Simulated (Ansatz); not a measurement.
Ideal-gas functions of Cl2H2NNbO, SMILES `[NH]=[Nb]([OH])([Cl])[Cl]` at 298.15 K and 1 bar, from an Ansatz frequency run at PBE0-D4/def2-TZVP.

Molar mass 195.83 g/mol, point group Cs (symmetry number 1), electronic degeneracy 1, moments of inertia 212.758, 329.375, 402.936 u Å². Harmonic wavenumbers (cm⁻¹, unscaled): 105, 155, 157, 202, 246, 399, 415, 465, 508, 551, 639, 749, 1037, 3644, 3912.

Use S(trans) = R[1.5 ln M + 2.5 ln T − 1.1517]; rotational temperatures θ = 24.2544 K / I; S(rot) = R[ln(√π/σ · √(T³/θAθBθC)) + 1.5]; for each mode x = 1.438777 ν̃/T, S = R[x/(eˣ − 1) − ln(1 − e⁻ˣ)] and H = RT x/(eˣ − 1); 1 cm⁻¹ = 0.0119627 kJ/mol; R = 8.31446 J/(mol·K).

Problem. By hand: the entropy, in J/(mol·K).

Solution. Translation 174.7. Rotation: θ = 0.114, 0.0736, 0.0602 K, giving 119.8. Vibration, mode by mode: 14.06, 10.92, 10.82, 8.85, 7.36, 4.04, 3.80, 3.15, 2.67, 2.27, 1.62, 1.06, 0.34, 0.00, 0.00, in all 70.9. Electronic 0.0. Sum 365.4 J/(mol·K).

Problem. By hand: H − E and G − E in kJ/mol, counted from the electronic energy.

Solution. Zero-point energy ½ × 13184 × 0.0119627 = 78.9; thermal vibration 12.0; translation, rotation and pV give 4 RT = 9.9. H − E = 100.8 kJ/mol, and G − E = 100.8 − 298.15 × 365.4/1000 = -8.1 kJ/mol.

Vibration gives 19 % of the entropy, 14.1 J/(mol·K) of it from the mode under 150 cm⁻¹: soft modes count most, and the harmonic formula is weakest for them. The sum counts one conformer and one mirror image; others add a mixing term.
